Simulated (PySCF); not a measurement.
Working out the ionisation energy of Mo²⁰⁺

Mo²⁰⁺ [Ar] 3d4 (5D) → Mo²¹⁺ [Ar] 3d3 (4F). All numbers are calculated (PySCF 2.14, no relativity, point nucleus, in an uncontracted even-tempered set (17 s from 2.1 bohr⁻², ratio 2.5; 11 p from 2.7 bohr⁻², ratio 2.5; 8 d from 2.7 bohr⁻², ratio 2.5; 4 f from 11 bohr⁻², ratio 2.7; 3 g from 16 bohr⁻², ratio 2.7)). Frozen: [Ne]; the 27 highest virtual orbitals dropped. Energies in hartree (1 hartree = 27.21139 eV):

```json
{"part": "UHF", "Mo²⁰⁺ (lower)": "-3758.310370", "Mo²¹⁺ (upper)": "-3725.504886"}
{"part": "MP2 opposite-spin", "Mo²⁰⁺ (lower)": "-0.307812", "Mo²¹⁺ (upper)": "-0.307358"}
{"part": "MP2 same-spin", "Mo²⁰⁺ (lower)": "-0.148956", "Mo²¹⁺ (upper)": "-0.123927"}
```

Q: What does Hartree-Fock give?

A: (-3725.504886) − (-3758.310370) = 32.805484 hartree = 892.683 eV.

Q: What do MP2 and SCS-MP2 (6/5 opposite-spin, 1/3 same-spin) give?

A: The opposite-spin parts differ by 0.012 eV and the same-spin parts by 0.681 eV. MP2: 892.683 + (0.012) + (0.681) = 893.376 eV. SCS-MP2: 892.683 + 1.2 × (0.012) + (0.681)/3 = 892.924 eV.

Reference: 890 ± 4 eV (theoretical estimate listed by NIST; NIST Atomic Spectra Database, ionization energies), between the lowest levels; spin-orbit coupling is absent from the calculation.

The calculation is non-relativistic.

What remains against the reference includes basis incompleteness, the frozen core and correlation beyond second order.
